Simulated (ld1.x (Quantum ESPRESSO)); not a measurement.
**Reading a pseudo-wave (hafnium)**

Columns: radius, all-electron u(r) and pseudo u(r) of the 5p shell (level -50.89 eV) of hafnium in the configuration [Kr] 4d10 4f14 5s2 5p6 5d2 6s0 6p0; LDA (PZ), scalar-relativistic, TM scheme, ld1.x (Quantum ESPRESSO) 7.5.

```
r (bohr)  all-electron   pseudo
   0.140       -0.3329  -0.0354
   0.280        0.2289  -0.1360
   0.420        0.4958  -0.2863
   0.560        0.1307  -0.4631
   0.700       -0.3545  -0.6395
   0.840       -0.7192  -0.7897
   0.980       -0.9227  -0.8944
   1.120       -0.9958  -0.9440
   1.260       -0.9810  -0.9395
   1.400       -0.9144  -0.8906
   1.540       -0.8217  -0.8114
   1.680       -0.7199  -0.7167
   1.820       -0.6190  -0.6184
   1.960       -0.5248  -0.5248
   2.100       -0.4401  -0.4401
   2.240       -0.3658  -0.3658
   2.380       -0.3018  -0.3018
   2.520       -0.2475  -0.2475
   2.660       -0.2020  -0.2020
   2.800       -0.1641  -0.1641
   2.940       -0.1328  -0.1328
   3.080       -0.1070  -0.1070
   3.220       -0.0861  -0.0861
   3.360       -0.0690  -0.0690
   3.500       -0.0552  -0.0552
   3.640       -0.0441  -0.0441
```

Problem. How many radial nodes do the two functions have?

Solution. The all-electron 5p function has n − l − 1 = 3 (the table is too coarse to show those close to the nucleus); the pseudo-wave has 0, since the states of the same l below it are removed with the core.

Problem. At about which radius was the pseudo-wave matched?

Solution. 2.15 bohr. The columns agree to 0.0005 from 1.96 bohr on; several derivatives are matched, so the curves merge somewhat inside the radius.

Problem. Where does each function peak?

Solution. Outermost all-electron maximum near 1.12 bohr, pseudo maximum near 1.12 bohr (to the table’s step).

Problem. Is the pseudo-wave norm-conserving?

Solution. Yes: the TM scheme keeps the norm inside the radius equal to the all-electron one, which fixes the energy derivative of the logarithmic derivative at the level.
